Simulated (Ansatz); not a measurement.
Computed with Ansatz on PBE0-D4/def2-TZVP structures; ΔE is electronic, products minus reactants. CCSD(T)/CBS is the MP2 limit (def2-TZVPP, def2-QZVPP) plus CCSD(T) − MP2 in def2-TZVPP, frozen cores. Functionals use def2-TZVPP. B3LYP here is the variant with VWN-RPA as its local correlation; programs differ in this. Elements past krypton have def2 core potentials. For Br, Sn outer-core shells are correlated without core-valence functions, which leaves a few kJ/mol of doubt a bond. Scalar relativity is left out up to krypton. One conformer a species, not always the lowest.

Consider the redistribution: `[CH3][Al]([OH])[Br]` + `C[O][Sn]([SH])([Cl])[Cl]` → `[CH3][Al]([SH])[Br]` + `C[O][Sn]([OH])([Cl])[Cl]`.

**Question.** Is it downhill or uphill in electronic energy at CCSD(T)/CBS, and by how much? (An estimate is asked.)

**Answer.** The calculation gave: Uphill: ΔE = +16.1 kcal/mol.

**Question.** What do these levels give: B3LYP-D4, ωB97X-V, ωB97M-V, CCSD/def2-TZVPP, MP2/def2-QZVPP, HF/CBS(def2)? (Estimate.)

**Answer.** Ansatz gave: B3LYP-D4 17.7, ωB97X-V 16.0, ωB97M-V 16.9, CCSD/def2-TZVPP 16.4, MP2/def2-QZVPP 17.1, HF/CBS(def2) 16.5 kcal/mol.

Largest T1 diagnostic among the species: 0.013.
